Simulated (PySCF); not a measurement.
# Adding and removing an electron: SrF

UHF-CCSD(T); Sr def2-SVP with ECP28, F def2-SVP; scalar-relativistic core potentials (PySCF 2.14). Neutral (UHF): doublet (σ ↑), Re = 2.120 Å, ωe = 523 cm⁻¹, De = 4.84 eV.

SrF⁺ (RHF): singlet (closed shell), Re = 2.057 Å, ωe = 592 cm⁻¹, De = 5.03 eV to Sr⁺ + F. The energies at the minima are -130.04124 hartree for SrF and -129.84462 for SrF⁺.

Work out the adiabatic ionisation energy, without and with harmonic zero-point energies (1 hartree = 27.2114 eV, 1 eV = 8065.5 cm⁻¹), and the change of the bond length.

At CCSD(T): 0.19662 hartree = 5.350 eV between the minima; the zero-point term (592.0 − 523.0)/2 cm⁻¹ = +0.004 eV makes it 5.355 eV. Re changes by -6.3 pm against the neutral. The electron leaves a σ orbital, and the shorter bond of the ion fits an antibonding orbital, or a change in how ionic the bond is.

Correlated steps freeze 1 core orbital. Correlated levels converge slowly with the basis: in double zeta they bind strong bonds too weakly, by up to about 1 eV, and carry superposition errors of some tenths. For an ion De counts to the pair picked by the measured ionisation energies or electron affinities, which need not be the lowest pair at this level. Where the molecule has an RHF reference, its open-shell atoms are computed with UHF. States were picked by a PBE0 search and need not be the measured ground states.

Neutral and ion stand on different kinds of reference determinant, which adds to the error of the difference.
